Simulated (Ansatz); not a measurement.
Compare A (`C[SiH](S)[SiH2]Cl`) with its isomer B (`[SiH3]SC[SiH2]Cl`).

Isolated molecules relaxed with PBE0-D4/def2-TZVP in Ansatz; ΔE leaves out vibrations. CBS: MP2 limit from def2 TZ/QZ plus the TZ coupled-cluster correction, frozen cores. DFT in def2-TZVPP. B3LYP here is the variant with VWN-RPA as its local correlation; programs differ in this. One conformer a species, not always the lowest.

(1) Which is lower in electronic energy at CCSD(T)/CBS, and by how much? (Best estimate.)

(2) Give E(B) − E(A) in kJ/mol with MP2/def2-TZVPP, HF/def2-TZVPP, PBE-D4, CCSD/def2-TZVPP, ωB97M-V, r2SCAN-D4, B3LYP-D4. (Best estimate.)

Largest T1 diagnostic: 0.011.

Answers

(1) The calculation gave: A, by 64.3 kJ/mol.

(2) Computed: MP2/def2-TZVPP 60.5, HF/def2-TZVPP 58.8, PBE-D4 75.1, CCSD/def2-TZVPP 64.6, ωB97M-V 62.0, r2SCAN-D4 72.1, B3LYP-D4 65.3. None reverses the order clearly.
